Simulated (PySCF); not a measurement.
[(E)-2-germylethenyl]germane (C2H8Ge2), SMILES [CH](=[CH]\[GeH3])/[GeH3]. Geometry optimised at PBE-D3(BJ)/def2-SVP.

Computed equilibrium geometry at PBE-D3(BJ)/def2-SVP (PySCF confirms it by a frequency run) as bond lengths and angles, and its point group:
point group C2h.
Atoms: Ge1 C2 C3 Ge4 H5 H6 H7 H8 H9 H10 H11 H12. Bonded distances (Å): Ge1–C2 1.956, Ge1–H5 1.551, Ge1–H6 1.553, Ge1–H7 1.553, C2–C3 1.350, C2–H8 1.107, C3–Ge4 1.956, C3–H9 1.107, Ge4–H10 1.553, Ge4–H11 1.553, Ge4–H12 1.551. Bond angles (°): C2–Ge1–H5 108.5, C2–Ge1–H6 110.5, C2–Ge1–H7 110.5, H5–Ge1–H6 109.7, H5–Ge1–H7 109.7, H6–Ge1–H7 107.9, Ge1–C2–C3 123.6, Ge1–C2–H8 117.1, C3–C2–H8 119.3, C2–C3–Ge4 123.6, C2–C3–H9 119.3, Ge4–C3–H9 117.1, C3–Ge4–H10 110.5, C3–Ge4–H11 110.5, C3–Ge4–H12 108.5, H10–Ge4–H11 107.9, H10–Ge4–H12 109.7, H11–Ge4–H12 109.7.
